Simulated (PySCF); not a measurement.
PySCF input (CCSD(T)/cc-pVDZ):

```python
from pyscf import gto, scf, mp, cc as ccmod

mol = gto.M(
    atom='''
    C    -1.04362215    0.14891845   -0.14969924
    S     0.55418527   -0.01630678    0.03077809
    H    -1.39596080    0.95534934   -0.78706621
    H    -1.76903875   -0.49975121    0.32998966
    H     0.55976817   -1.08820041    0.86282249
    ''',
    basis='cc-pvdz',
    charge=1,
    spin=0,
    verbose=4,
)

mf = scf.RHF(mol)
mf.conv_tol = 1e-10
mf.max_cycle = 100
mf.kernel()
mp2 = mp.MP2(mf, frozen=6).run()
cc = ccmod.CCSD(mf, frozen=6)
cc.max_cycle = 100
cc.kernel()
et = cc.ccsd_t()
print(f'E(CCSD(T)) = {cc.e_tot + et:.9f}')
```

Output:

```
PySCF version 2.14.0

[INPUT] verbose = 4
[INPUT] num. atoms = 5
[INPUT] num. electrons = 24
[INPUT] charge = 1
[INPUT] spin (= nelec alpha-beta = 2S) = 0
[INPUT] symmetry False subgroup None
[INPUT] Mole.unit = angstrom
[INPUT] Symbol           X                Y                Z      unit          X                Y                Z       unit  Magmom
[INPUT]  1 C     -1.043622150000   0.148918450000  -0.149699240000 AA   -1.972160041030   0.281415085395  -0.282890564656 Bohr   0.0
[INPUT]  2 S      0.554185270000  -0.016306780000   0.030778090000 AA    1.047258382568  -0.030815348174   0.058162160737 Bohr   0.0
[INPUT]  3 H     -1.395960800000   0.955349340000  -0.787066210000 AA   -2.637983592629   1.805348605884  -1.487339578799 Bohr   0.0
[INPUT]  4 H     -1.769038750000  -0.499751210000   0.329989660000 AA   -3.342998741243  -0.944392917320   0.623590081338 Bohr   0.0
[INPUT]  5 H      0.559768170000  -1.088200410000   0.862822490000 AA    1.057808534549  -2.056400743539   1.630498200215 Bohr   0.0

nuclear repulsion = 52.7557329114484
number of shells = 19
number of NR pGTOs = 88
number of NR cGTOs = 47
basis = cc-pvdz
ecp = {}

******** <class 'pyscf.scf.hf.RHF'> ********
method = RHF
initial guess = minao
damping factor = 0
level_shift factor = 0
DIIS = <class 'pyscf.scf.diis.CDIIS'>
diis_start_cycle = 1
diis_space = 8
diis_damp = 0
SCF conv_tol = 1e-10
SCF conv_tol_grad = None
SCF max_cycles = 100
direct_scf = True
direct_scf_tol = 1e-13
Set gradient conv threshold to 1e-05
Initial guess from minao.
init E= -437.301890525005
  HOMO = -0.381312031882609  LUMO = -0.0624721100341494  gap/eV = 8.67608
cycle= 1 E= -436.758708761358  delta_E= 0.543  |g|= 0.454  |ddm|= 1.85
  HOMO = -0.767366138720639  LUMO = -0.2955071484362  gap/eV = 12.83994
cycle= 2 E= -436.819477726204  delta_E= -0.0608  |g|= 0.231  |ddm|= 0.564
  HOMO = -0.715871945611551  LUMO = -0.217515635917223  gap/eV = 13.56097
cycle= 3 E= -436.833690197981  delta_E= -0.0142  |g|= 0.0471  |ddm|= 0.19
  HOMO = -0.703565350357258  LUMO = -0.209440765627957  gap/eV = 13.44581
cycle= 4 E= -436.834543948807  delta_E= -0.000854  |g|= 0.0116  |ddm|= 0.0626
  HOMO = -0.706834421555285  LUMO = -0.210070457314405  gap/eV = 13.51764
cycle= 5 E= -436.834617577649  delta_E= -7.36e-05  |g|= 0.00313  |ddm|= 0.0175
  HOMO = -0.706584156789335  LUMO = -0.210122907990306  gap/eV = 13.50940
cycle= 6 E= -436.834625170813  delta_E= -7.59e-06  |g|= 0.00117  |ddm|= 0.00563
  HOMO = -0.70664514456086  LUMO = -0.210145124507869  gap/eV = 13.51045
cycle= 7 E= -436.834626665815  delta_E= -1.5e-06  |g|= 0.000451  |ddm|= 0.00287
  HOMO = -0.706596258969831  LUMO = -0.21011658096713  gap/eV = 13.50990
cycle= 8 E= -436.834626886285  delta_E= -2.2e-07  |g|= 0.000107  |ddm|= 0.00133
  HOMO = -0.706591364723653  LUMO = -0.21012275282932  gap/eV = 13.50960
cycle= 9 E= -436.834626897686  delta_E= -1.14e-08  |g|= 1.65e-05  |ddm|= 0.000324
  HOMO = -0.706589321074142  LUMO = -0.210121030543401  gap/eV = 13.50959
cycle= 10 E= -436.834626897903  delta_E= -2.18e-10  |g|= 2.85e-06  |ddm|= 3.96e-05
  HOMO = -0.706589099907995  LUMO = -0.210121099981465  gap/eV = 13.50958
cycle= 11 E= -436.834626897912  delta_E= -8.92e-12  |g|= 6.39e-07  |ddm|= 6.96e-06
  HOMO = -0.706589087484183  LUMO = -0.210121074939055  gap/eV = 13.50958
Extra cycle  E= -436.834626897913  delta_E= -6.25e-13  |g|= 2.78e-07  |ddm|= 1.11e-06
converged SCF energy = -436.834626897913

******** <class 'pyscf.mp.mp2.RMP2'> ********
nocc = 6, nmo = 41
frozen orbitals 6
E(RMP2) = -437.093722955735  E_corr = -0.259096057821781
E(SCS-RMP2) = -437.095100861486  E_corr = -0.260473963572769
E_corr(same-spin) = -0.0582015067077323
E_corr(oppo-spin) = -0.200894551114049

******** <class 'pyscf.cc.ccsd.CCSD'> ********
CC2 = 0
CCSD nocc = 6, nmo = 41
frozen orbitals 6
max_cycle = 100
direct = 0
conv_tol = 1e-07
conv_tol_normt = 1e-05
diis_space = 6
diis_start_cycle = 0
diis_start_energy_diff = 1e+09
Init t2, MP2 energy = -437.09372295648  E_corr(MP2) -0.25909605856693
Init E_corr(CCSD) = -0.259096058566972
cycle = 1  E_corr(CCSD) = -0.278632855331406  dE = -0.0195367968  norm(t1,t2) = 0.0590728
cycle = 2  E_corr(CCSD) = -0.287746039401266  dE = -0.00911318407  norm(t1,t2) = 0.0231128
cycle = 3  E_corr(CCSD) = -0.289862933280921  dE = -0.00211689388  norm(t1,t2) = 0.0140279
cycle = 4  E_corr(CCSD) = -0.29206810039229  dE = -0.00220516711  norm(t1,t2) = 0.00663608
cycle = 5  E_corr(CCSD) = -0.29171810278466  dE = 0.000349997608  norm(t1,t2) = 0.00192219
cycle = 6  E_corr(CCSD) = -0.291690960994588  dE = 2.71417901e-05  norm(t1,t2) = 0.000289597
cycle = 7  E_corr(CCSD) = -0.291705341086279  dE = -1.43800917e-05  norm(t1,t2) = 8.83553e-05
cycle = 8  E_corr(CCSD) = -0.29170366678473  dE = 1.67430155e-06  norm(t1,t2) = 2.18387e-05
cycle = 9  E_corr(CCSD) = -0.291702848400298  dE = 8.18384433e-07  norm(t1,t2) = 7.48289e-06
cycle = 10  E_corr(CCSD) = -0.291702911173578  dE = -6.27732803e-08  norm(t1,t2) = 1.6776e-06
CCSD converged
E(CCSD) = -437.1263298090866  E_corr = -0.2917029111735782
CCSD(T) correction = -0.0107617325850791
E(CCSD(T)) = -437.137091542
```

It need not be the lowest isomer of its formula.
